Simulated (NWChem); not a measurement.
# WSiH$_{8}$; SMILES [WH5][SiH3]

All runs: NWChem. Coordinates come from a PBE0/def2-SVP optimisation. No frequency run checked for a minimum. def2 effective core potentials on W; no spin-orbit coupling.

### Question
What does the run give for CAM-B3LYP/def2-TZVPD? Quantities: highest occupied level (eV); orbital gap (eV); dipole (D).

### Answer
```
Property                     Result
---------------------------  ------
highest occupied level (eV)   -8.60
orbital gap (eV)               7.00
dipole (D)                     2.41
```
